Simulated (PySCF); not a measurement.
Two structures of SiH₂SF₂, closed shell, reached by relaxing down either side of one saddle point (PBE0-D4/def2-TZVP). Energies are electronic, without zero-point energy. PySCF 2.14 with density fitting (its default auxiliary sets; JK sets also for MP2 and CCSD(T)); basis: def2-TZVPP and def2-QZVPP; cores frozen in the correlated methods. Extrapolation: Hartree–Fock as exp(−7.88 √X), correlation as X^−2.97. First:

```xyz
6
angstrom
Si 0.5207 -1.4267 -0.1893
F -0.7548 -1.1982 0.7859
F -0.1911 -1.1590 -1.6184
H 0.7628 1.4006 1.2788
S 0.9106 1.3918 -0.0561
H -0.4111 1.5124 -0.2636
```

Second:

```xyz
6
angstrom
Si 0.2701 -0.3885 0.0796
F -0.9930 -1.0951 0.7237
F 0.9873 -1.4355 -0.8651
H 1.1699 -0.0242 1.1851
S -0.2933 1.2179 -1.1600
H -0.8332 1.8936 -0.1291
```

**Question.** Which bonds change from the first to the second?

**Answer.** SiF₂ + H₂S → SiH₂SF₂ ([F][SiH]([F])[SH]); bonds formed: Si1–H4, Si1–S5; bonds broken: H4–S5.

**Question.** Give the saddle point's structure and its height above each. (Judge from chemistry; the value comes from the calculation.)

**Answer.** By the calculation: 1.153 eV above the first and 3.096 eV above the second (CCSD(T) at an estimated basis limit (MP2 extrapolated from triple and quadruple zeta, plus CCSD(T) − MP2 in triple zeta)).
```
atom    x (Å)    y (Å)    z (Å)
 Si1   0.3108  -0.8124   0.3422
  F2  -1.2097  -1.1561   0.6769
  F3   0.7042  -1.7074  -0.9150
  H4   0.9698   0.6624   0.4947
  S5   0.0569   1.3358  -0.7741
  H6  -0.8319   1.6778   0.1753
```

T1 diagnostic: at most 0.016. The restricted Hartree–Fock reference is unstable towards an unrestricted one at one or more of these structures.

Losses and insertions of silylenes and their heavier kin drive the gas-phase chemistry of silicon and germanium vapour deposition.

Labels in which every atom is bracketed show which atoms are joined, not bond orders.

For scale, one of the runs: CCSD(T)/def2-TZVPP, 174 basis functions, launched by `OMP_NUM_THREADS=4 python run.py`. The run took 2.2 min on 4 CPU threads of an AMD EPYC 7B13 (shared host), with 1.8 GiB of host memory at its peak.
